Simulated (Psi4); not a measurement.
A run for Psi4: SAPT0/aug-cc-pVDZ on ClGeH5 (a complex), monomers drawn apart or pushed together.

```
memory 1800 MB

molecule dimer {
0 1
Cl   -0.44229765    0.89322134   -0.64111788
H    -0.26787755    0.01493386    0.28110514
--
0 1
Ge    0.17795931   -0.42131594    4.89364456
H     0.33747716   -1.34251593    6.11001866
H     0.17723954   -1.29388376    3.62123056
H     1.34968238    0.56469238    4.81474154
H    -1.15155902    0.33875991    4.97150227
units angstrom
symmetry c1
no_reorient
no_com
}

set {
  basis aug-cc-pVDZ
  scf_type df
  freeze_core true
}

energy('sapt0')
```

Output:

```
[...]
==> Input File <==

--------------------------------------------------------------------------
memory 1800 MB

molecule dimer {
0 1
Cl   -0.44229765    0.89322134   -0.64111788
H    -0.26787755    0.01493386    0.28110514
--
0 1
Ge    0.17795931   -0.42131594    4.89364456
H     0.33747716   -1.34251593    6.11001866
H     0.17723954   -1.29388376    3.62123056
H     1.34968238    0.56469238    4.81474154
H    -1.15155902    0.33875991    4.97150227
units angstrom
symmetry c1
no_reorient
no_com
}

set {
  basis aug-cc-pVDZ
  scf_type df
  freeze_core true
}

energy('sapt0')
--------------------------------------------------------------------------


   => Loading Basis Set <=

    Name: AUG-CC-PVDZ
    Role: ORBITAL
    Keyword: BASIS
    atoms 1      entry CL         line   768 file aug-cc-pvdz.gbs
    atoms 2, 4-7 entry H          line    40 file aug-cc-pvdz.gbs
    atoms 3      entry GE         line  2999 file aug-cc-pvdz.gbs

   => Loading Basis Set <=

    Name: AUG-CC-PVDZ
    Role: ORBITAL
    Keyword: BASIS
    atoms 1      entry CL         line   768 file aug-cc-pvdz.gbs
    atoms 2, 4-7 entry H          line    40 file aug-cc-pvdz.gbs
    atoms 3      entry GE         line  2999 file aug-cc-pvdz.gbs


  //>>>>>>>>>>>>>>>>>>>>>>>>>>>>>>>>>>>//
  //              Dimer HF             //
  //<<<<<<<<<<<<<<<<<<<<<<<<<<<<<<<<<<<//

   => Libint2 <=

    Primary   basis highest AM E, G, H:  7, 6, 3
    Auxiliary basis highest AM E, G, H:  7, 7, 4
    Onebody   basis highest AM E, G, H:  -, -, -
    Solid Harmonics ordering:            Gaussian


   => Loading Basis Set <=

    Name: AUG-CC-PVDZ
    Role: ORBITAL
    Keyword: BASIS
    atoms 1      entry CL         line   768 file aug-cc-pvdz.gbs
    atoms 2, 4-7 entry H          line    40 file aug-cc-pvdz.gbs
    atoms 3      entry GE         line  2999 file aug-cc-pvdz.gbs


         ---------------------------------------------------------
                                   SCF
               by Justin Turney, Rob Parrish, Andy Simmonett
                          and Daniel G. A. Smith
                              RHF Reference
                        1 Threads,   1716 MiB Core
         ---------------------------------------------------------

  ==> Geometry <==

    Molecular point group: c1
    Full point group: C1

    Geometry (in Angstrom), charge = 0, multiplicity = 1:

       Center              X                  Y                   Z               Mass
    ------------   -----------------  -----------------  -----------------  -----------------
         CL          -0.442297650000     0.893221340000    -0.641117880000    34.968852682000
         H           -0.267877550000     0.014933860000     0.281105140000     1.007825032230
         GE           0.177959310000    -0.421315940000     4.893644560000    73.921177761000
         H            0.337477160000    -1.342515930000     6.110018660000     1.007825032230
         H            0.177239540000    -1.293883760000     3.621230560000     1.007825032230
         H            1.349682380000     0.564692380000     4.814741540000     1.007825032230
         H           -1.151559020000     0.338759910000     4.971502270000     1.007825032230

  Running in c1 symmetry.

  Rotational constants: A =      0.46095  B =      0.00884  C =      0.00870 [cm^-1]
  Rotational constants: A =  13818.81386  B =    264.87127  C =    260.75930 [MHz]
  Nuclear repulsion =  113.028384900850313

  Charge       = 0
  Multiplicity = 1
  Electrons    = 54
  Nalpha       = 27
  Nbeta        = 27

  ==> Algorithm <==

  SCF Algorithm Type is DF.
  DIIS enabled.
  MOM disabled.
  Fractional occupation disabled.
  Guess Type is SAD.
  Energy threshold   = 1.00e-08
  Density threshold  = 1.00e-08
  Integral threshold = 1.00e-12

  ==> Primary Basis <==

  Basis Set: AUG-CC-PVDZ
    Blend: AUG-CC-PVDZ
    Number of shells: 50
    Number of basis functions: 108
    Number of Cartesian functions: 113
    Spherical Harmonics?: true
    Max angular momentum: 2

   => Loading Basis Set <=

    Name: (AUG-CC-PVDZ AUX)
    Role: JKFIT
    Keyword: DF_BASIS_SCF
    atoms 1      entry CL         line   772 file aug-cc-pvdz-jkfit.gbs
    atoms 2, 4-7 entry H          line    70 file aug-cc-pvdz-jkfit.gbs
    atoms 3      entry GE         line  1047 file aug-cc-pvdz-jkfit.gbs

  ==> Integral Setup <==

  DFHelper Memory: AOs need 0.043 GiB; user supplied 1.257 GiB.
  SCF_SUBTYPE=INCORE selected. In-core MEM_DF algorithm will be used.
  Using in-core AOs.

  ==> MemDFJK: Density-Fitted J/K Matrices <==

    J tasked:                   Yes
    K tasked:                   Yes
    wK tasked:                   No
    OpenMP threads:               1
    Algorithm:                 Core
    Schwarz Cutoff:           1E-12
    Mask sparsity (%):       5.4184
    Fitting Condition:        1E-10

   => Auxiliary Basis Set <=

  Basis Set: (AUG-CC-PVDZ AUX)
    Blend: AUG-CC-PVDZ-JKFIT
    Number of shells: 152
    Number of basis funct
[...]
21    90A      2.093982
      91A      2.099047    92A      2.174638    93A      2.196591
      94A      2.231828    95A      2.243395    96A      2.253858
      97A      2.414652    98A      2.527289    99A      2.528236
     100A      2.561618   101A      2.730656   102A      2.746879
     103A      3.475689   104A      7.995023   105A     23.898063
     106A     23.924703   107A     24.421185   108A    156.878070

    Final Occupation by Irrep:
              A
    DOCC [    18 ]
    NA   [    18 ]
    NB   [    18 ]

  @DF-RHF Final Energy: -2077.11537302742454

   => Energetics <=

    Nuclear Repulsion Energy =             45.3654174381570883
    One-Electron Energy =               -2986.3137993522914257
    Two-Electron Energy =                 863.8330088867098766
    Total Energy =                      -2077.1153730274245390

Computation Completed


Properties will be evaluated at   0.000000,   0.000000,   0.000000 [a0]

Properties computed using the SCF density matrix


 Multipole Moments:

 ------------------------------------------------------------------------------------
     Multipole            Electronic (a.u.)      Nuclear  (a.u.)        Total (a.u.)
 ------------------------------------------------------------------------------------

 L = 1.  Multiply by 2.5417464519 to convert [e a0] to [Debye]
 Dipole X            :        -12.1089001           12.1084919           -0.0004082
 Dipole Y            :         28.7738450          -28.7522916            0.0215534
 Dipole Z            :       -332.7813827          332.8074516            0.0260689
 Magnitude           :                                                    0.0338275

 ------------------------------------------------------------------------------------

  Constructing Basis Sets for SAPT...

   => Loading Basis Set <=

    Name: (AUG-CC-PVDZ AUX)
    Role: RIFIT
    Keyword: DF_BASIS_SAPT
    atoms 1      entry CL         line   574 file aug-cc-pvdz-ri.gbs
    atoms 2, 4-7 entry H          line    30 file aug-cc-pvdz-ri.gbs
    atoms 3      entry GE         line   760 file aug-cc-pvdz-ri.gbs

   => Loading Basis Set <=

    Name: (AUG-CC-PVDZ AUX)
    Role: JKFIT
    Keyword: DF_BASIS_ELST
    atoms 1      entry CL         line   772 file aug-cc-pvdz-jkfit.gbs
    atoms 2, 4-7 entry H          line    70 file aug-cc-pvdz-jkfit.gbs
    atoms 3      entry GE         line  1047 file aug-cc-pvdz-jkfit.gbs


  //>>>>>>>>>>>>>>>>>>>>>>>>>>>>>>>>>>>//
  //               SAPT0               //
  //<<<<<<<<<<<<<<<<<<<<<<<<<<<<<<<<<<<//



        SAPT0
    Ed Hohenstein
     6 June 2009

      Orbital Information
  --------------------------
    NSO        =       108
    NMO        =       108
    NRI        =       337
    NRI (Elst) =       482
    NOCC A     =         9
    NOCC B     =        18
    FOCC A     =         5
    FOCC B     =         9
    NVIR A     =        99
    NVIR B     =        90

    Elst10,r            =    -0.000085478508 [Eh]
    Exch10              =     0.000022370326 [Eh]
    Exch10 (S^2)        =     0.000022369538 [Eh]

    Maxiter = 50
    CPHF R converge = 1.000000E-08

    Iter     Energy [mEh]          dE [mEh]         Residual      Time [s]
       1      -0.00079185       0.000791849     1.052280e-04             0
       2      -0.00088277       0.000090923     3.166772e-05             0
       3      -0.00089915       0.000016381     6.968854e-06             0
       4      -0.00089429      -0.000004863     1.674865e-06             0
       5      -0.00089437       0.000000084     5.788073e-07             0
       6      -0.00089459       0.000000212     1.297874e-07             0
       7      -0.00089454      -0.000000050     2.080517e-08             0
       8      -0.00089454       0.000000005     3.805548e-09             0

    CHF Iterations converged

    Maxiter = 50
    CPHF R converge = 1.000000E-08

    Iter     Energy [mEh]          dE [mEh]         Residual      Time [s]
       1      -0.03706150       0.037061502     1.004239e-03             0
       2      -0.04793244       0.010870936     1.724642e-04             0
       3      -0.04827910       0.000346666     3.260637e-05             0
       4      -0.04814283      -0.000136274     6.938261e-06             0
       5      -0.04814799       0.000005159     2.049393e-06             0
       6      -0.04815185       0.000003862     3.570586e-07             0
       7      -0.04815105      -0.000000801     4.241663e-08             0
       8      -0.04815109       0.000000044     4.536993e-09             0

    CHF Iterations converged

    Ind20,r (A<-B)      =    -0.000000894542 [Eh]
    Ind20,r (B<-A)      =    -0.000048151093 [Eh]
    Ind20,r             =    -0.000049045636 [Eh]
    Exch-Ind20,r (A<-B) =     0.000000575323 [Eh]
    Exch-Ind20,r (B<-A) =     0.000003178479 [Eh]
    Exch-Ind20,r        =     0.000003753801 [Eh]
    Disp20              =    -0.000264157336 [Eh]
    Disp20 (SS)         =    -0.000132078668 [Eh]
    Disp20 (OS)         =    -0.000132078668 [Eh]
    Exch-Disp20         =     0.000002481188 [Eh]
    Exch-Disp20 (SS)    =     0.000001787245 [Eh]
    Exch-Disp20 (OS)    =     0.000000693943 [Eh]

    SAPT Results
  --------------------------------------------------------------------------------------------------------
    Electrostatics                 -0.08547851 [mEh]      -0.05363857 [kcal/mol]      -0.22442379 [kJ/mol]
      Elst10,r                     -0.08547851 [mEh]      -0.05363857 [kcal/mol]      -0.22442379 [kJ/mol]

    Exchange                        0.02237033 [mEh]       0.01403759 [kcal/mol]       0.05873328 [kJ/mol]
      Exch10                        0.02237033 [mEh]       0.01403759 [kcal/mol]       0.05873328 [kJ/mol]
      Exch10(S^2)                   0.02236954 [mEh]       0.01403710 [kcal/mol]       0.05873121 [kJ/mol]

    Induction                      -0.04893173 [mEh]      -0.03070512 [kcal/mol]      -0.12847024 [kJ/mol]
      Ind20,r                      -0.04904564 [mEh]      -0.03077660 [kcal/mol]      -0.12876930 [kJ/mol]
      Exch-Ind20,r                  0.00375380 [mEh]       0.00235555 [kcal/mol]       0.00985560 [kJ/mol]
      delta HF,r (2)               -0.00363989 [mEh]      -0.00228407 [kcal/mol]      -0.00955654 [kJ/mol]

    Dispersion                     -0.26167615 [mEh]      -0.16420426 [kcal/mol]      -0.68703063 [kJ/mol]
      Disp20                       -0.26415734 [mEh]      -0.16576123 [kcal/mol]      -0.69354499 [kJ/mol]
      Exch-Disp20                   0.00248119 [mEh]       0.00155697 [kcal/mol]       0.00651436 [kJ/mol]
      Disp20 (SS)                  -0.13207867 [mEh]      -0.08288062 [kcal/mol]      -0.34677249 [kJ/mol]
      Disp20 (OS)                  -0.13207867 [mEh]      -0.08288062 [kcal/mol]      -0.34677249 [kJ/mol]
      Exch-Disp20 (SS)              0.00178725 [mEh]       0.00112151 [kcal/mol]       0.00469241 [kJ/mol]
      Exch-Disp20 (OS)              0.00069394 [mEh]       0.00043546 [kcal/mol]       0.00182195 [kJ/mol]

  Total HF                         -0.11203991 [mEh]      -0.07030611 [kcal/mol]      -0.29416074 [kJ/mol]
  Total SAPT0                      -0.37371606 [mEh]      -0.23451037 [kcal/mol]      -0.98119138 [kJ/mol]

  Special recipe for scaled SAPT0 (see Manual):
    Electrostatics sSAPT0          -0.08547851 [mEh]      -0.05363857 [kcal/mol]      -0.22442379 [kJ/mol]
    Exchange sSAPT0                 0.02237033 [mEh]       0.01403759 [kcal/mol]       0.05873328 [kJ/mol]
    Induction sSAPT0               -0.04893133 [mEh]      -0.03070487 [kcal/mol]      -0.12846919 [kJ/mol]
    Dispersion sSAPT0              -0.26167589 [mEh]      -0.16420410 [kcal/mol]      -0.68702994 [kJ/mol]
  Total sSAPT0                     -0.37371540 [mEh]      -0.23450995 [kcal/mol]      -0.98118965 [kJ/mol]
  --------------------------------------------------------------------------------------------------------



*** Psi4 exiting successfully. Buy a developer a beer!
```

The run finished.

Cost: very roughly 9 core-seconds.
